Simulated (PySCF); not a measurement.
methyl (Z)-2,3-difluoroprop-2-enoate (C4H4F2O2), SMILES COC(=O)/C(F)=C/F.

The structure is a stationary point at PBE-D3(BJ)/def2-SVP. The values are those of a single conformer.

These are PySCF with PBE-D3(BJ)/def2-SVP values and carry that method's errors.

Frequencies are harmonic and unscaled.

```csv
mode,ν (cm⁻¹),IR (km/mol),moving atoms (share of kinetic energy)
1,66,2.5,"F 41 %, O 25 %, C 24 %, H 11 %"
2,100,0.3,H 91 %
3,148,0.1,"O 46 %, C 23 %, H 19 %, F 11 %"
4,149,0.5,"F 41 %, C 33 %, O 14 %, H 11 %"
5,239,3.8,"F 73 %, C 13 %, O 9 %"
6,262,9.1,"C 50 %, O 20 %, F 19 %, H 12 %"
7,318,17.8,"O 45 %, C 24 %, F 17 %, H 14 %"
8,387,3.2,"F 40 %, C 35 %, O 19 %"
9,493,1.8,"O 47 %, F 27 %, C 24 %"
10,501,0.0,"C 72 %, F 12 %, H 12 %"
11,741,16.7,"C 83 %, O 12 %"
12,762,17.3,"C 42 %, O 39 %, F 11 %, H 9 %"
13,828,10.1,"H 70 %, C 29 %"
14,872,45.8,"C 35 %, O 30 %, F 25 %, H 10 %"
15,990,1.5,"C 58 %, O 24 %, F 9 %, H 9 %"
16,1115,173.9,"C 43 %, H 26 %, O 24 %, F 8 %"
17,1127,0.3,"H 76 %, C 19 %"
18,1166,178.9,"H 43 %, C 27 %, O 26 %"
19,1187,118.5,"H 49 %, C 27 %, F 23 %"
20,1291,69.7,"C 62 %, H 27 %"
21,1363,178.4,"C 55 %, H 35 %"
22,1402,10.0,H 97 %
23,1409,80.8,"H 77 %, C 17 %"
24,1425,10.1,"H 80 %, C 17 %"
25,1706,194.5,C 91 %
26,1770,116.7,"C 67 %, O 31 %"
27,2978,27.3,H 97 %
28,3066,12.4,"H 90 %, C 10 %"
29,3116,7.8,"H 90 %, C 10 %"
30,3163,4.2,"H 91 %, C 9 %"
```
